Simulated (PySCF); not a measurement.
# Molecular orbitals of RbS

r²SCAN at R = 2.929 Å; Rb x2c-TZVPPall, S x2c-TZVPPall; spin-free X2C with a Gaussian nucleus (PySCF 2.14). State: ²Π (doublet), unpaired electrons π ↑. Only the outer orbitals are listed, counted within each symmetry.

```json
{"spin": "α", "orbital": "10σ", "occ.": "1", "ε (eV)": "-32.96", "on Rb (%)": "100", "main shells (%)": "100 Rb s"}
{"spin": "α", "orbital": "5π", "occ.": "1", "ε (eV)": "-16.61", "on Rb (%)": "100", "main shells (%)": "100 Rb p"}
{"spin": "α", "orbital": "5π", "occ.": "1", "ε (eV)": "-16.57", "on Rb (%)": "100", "main shells (%)": "100 Rb p"}
{"spin": "α", "orbital": "11σ", "occ.": "1", "ε (eV)": "-16.56", "on Rb (%)": "90", "main shells (%)": "90 Rb p, 9 S s"}
{"spin": "α", "orbital": "12σ", "occ.": "1", "ε (eV)": "-14.62", "on Rb (%)": "11", "main shells (%)": "88 S s, 10 Rb p"}
{"spin": "α", "orbital": "6π", "occ.": "1", "ε (eV)": "-5.33", "on Rb (%)": "4", "main shells (%)": "96 S p"}
{"spin": "α", "orbital": "13σ", "occ.": "1", "ε (eV)": "-4.15", "on Rb (%)": "7", "main shells (%)": "92 S p"}
{"spin": "α", "orbital": "6π", "occ.": "1", "ε (eV)": "-3.97", "on Rb (%)": "7", "main shells (%)": "93 S p"}
{"spin": "α", "orbital": "14σ", "occ.": "0", "ε (eV)": "-1.15", "on Rb (%)": "98", "main shells (%)": "83 Rb s, 15 Rb p"}
{"spin": "α", "orbital": "7π", "occ.": "0", "ε (eV)": "-0.02", "on Rb (%)": "100", "main shells (%)": "83 Rb p, 17 Rb d"}
{"spin": "α", "orbital": "7π", "occ.": "0", "ε (eV)": "-0.02", "on Rb (%)": "100", "main shells (%)": "81 Rb p, 19 Rb d"}
{"spin": "β", "orbital": "10σ", "occ.": "1", "ε (eV)": "-32.96", "on Rb (%)": "100", "main shells (%)": "100 Rb s"}
{"spin": "β", "orbital": "5π", "occ.": "1", "ε (eV)": "-16.60", "on Rb (%)": "100", "main shells (%)": "100 Rb p"}
{"spin": "β", "orbital": "5π", "occ.": "1", "ε (eV)": "-16.57", "on Rb (%)": "100", "main shells (%)": "100 Rb p"}
{"spin": "β", "orbital": "11σ", "occ.": "1", "ε (eV)": "-16.49", "on Rb (%)": "95", "main shells (%)": "96 Rb p"}
{"spin": "β", "orbital": "12σ", "occ.": "1", "ε (eV)": "-13.27", "on Rb (%)": "7", "main shells (%)": "93 S s"}
{"spin": "β", "orbital": "13σ", "occ.": "1", "ε (eV)": "-3.82", "on Rb (%)": "9", "main shells (%)": "91 S p"}
{"spin": "β", "orbital": "6π", "occ.": "1", "ε (eV)": "-3.64", "on Rb (%)": "8", "main shells (%)": "92 S p"}
{"spin": "β", "orbital": "6π", "occ.": "0", "ε (eV)": "-2.60", "on Rb (%)": "11", "main shells (%)": "89 S p"}
{"spin": "β", "orbital": "14σ", "occ.": "0", "ε (eV)": "-1.17", "on Rb (%)": "98", "main shells (%)": "80 Rb s, 17 Rb p"}
{"spin": "β", "orbital": "7π", "occ.": "0", "ε (eV)": "-0.02", "on Rb (%)": "100", "main shells (%)": "79 Rb p, 21 Rb d"}
```

Question: Which are the highest filled and the lowest empty level, where do they sit, and how wide is the gap?

Answer: Highest filled β 6π at -3.64 eV (in %: 92 S p); lowest empty β 6π at -2.60 eV (in %: 89 S p); the gap at r²SCAN is 1.04 eV. Both belong to one degenerate shell, split only by its one-sided filling, so this is no excitation gap.

```
bond order (Mayer)                              : 0.73
⟨S²⟩                                            : 0.757
charge on Rb (Mulliken, basis-dependent)        : 0.62
charge on Rb (Löwdin, basis-dependent)          : 0.16
dipole moment (positive dipole means Rb(−)S(+)) : -10.28 D
```

Spin–orbit coupling is left out. The state was picked by a PBE0 search and need not be the measured ground state.
